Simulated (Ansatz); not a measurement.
Ansatz results at the PBE0-D4/def2-TZVP geometry: HOMO energy (B3LYP/def2-TZVPP) -8.22 eV; HOMO–LUMO gap (PBE/def2-TZVPP) 4.00 eV; ideal-gas entropy at 298 K and 1 bar (rigid rotor, harmonic PBE0-D4/def2-TZVP) 442 J/(mol·K).

Question: Which molecule gave them?
A. `[F][Hf]([F])([F])[SH]`
B. `C#[C][Hf]([Cl])([Cl])[C]#C`
C. `[CH3][Hf]([OH])([OH])[F]`
D. `[Cl][Hf]([Cl])([I])[I]`

Answer: B. The others give `[Cl][Hf]([Cl])([I])[I]`: -7.83, 3.84, 429; `[CH3][Hf]([OH])([OH])[F]`: -7.36, 5.48, 405; `[F][Hf]([F])([F])[SH]`: -7.94, 4.67, 385.

B3LYP here is the variant with VWN-RPA as its local correlation; programs differ in this.
